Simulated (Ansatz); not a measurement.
System: C2H7O2Si, net charge 0, doublet state. It need not be the lowest isomer of its formula. 
Structure (B3LYP-D3(BJ)/def2-TZVP (Ansatz, an electronic-structure program) minimum search):
```xyz
12

Si    -0.0188     0.3986     0.3504
O     -1.2539    -0.5834    -0.1057
C     -2.6326    -0.2829     0.0412
O      1.3225    -0.3377    -0.2466
C      2.6274     0.2191    -0.2478
H     -0.1835     1.7521    -0.2959
H     -3.1977    -1.0420    -0.4986
H     -2.9319    -0.3034     1.0926
H     -2.8761     0.6989    -0.3768
H      3.2661    -0.4321    -0.8436
H      2.6359     1.2198    -0.6910
H      3.0336     0.2779     0.7656
```
Charge 0, spin multiplicity 2.

Property: atomisation energy (electronic, to ground-state atoms), in eV. Valence correlation only, unless marked. Open shells are spin-unrestricted. No spin-orbit coupling. No relativistic terms. The coupled-cluster limit lacks core correlation, which all-electron functionals hold. CBS marks a two-point X^-3 extrapolation of the correlation energy; Hartree-Fock from the larger set.

```tsv
level	program	atomisation energy (eV)
PBE-D4/def2-TZVPD	Ansatz + dftd4	[?]
revPBE/def2-TZVPD	Ansatz	[?]
PBE0/def2-TZVP	Ansatz	45.98
LC-wPBE-D4/def2-TZVPD	Ansatz + dftd4	[?]
wB97M-V/def2-TZVPD	Ansatz	[?]
B2PLYP-D3(BJ)/def2-TZVPD	Ansatz + dftd3	45.90
CCSD/cc-pV(D+d)Z	Ansatz	41.76
CCSD(T)/CBS(cc-pV(T+d)Z,cc-pV(Q+d)Z)	Ansatz	46.35
```

### Question
Complete the blanks.

### Answer

- PBE-D4/def2-TZVPD, atomisation energy (eV): 47.10
- revPBE/def2-TZVPD, atomisation energy (eV): 45.22
- LC-wPBE-D4/def2-TZVPD, atomisation energy (eV): 46.38
- wB97M-V/def2-TZVPD, atomisation energy (eV): 46.31
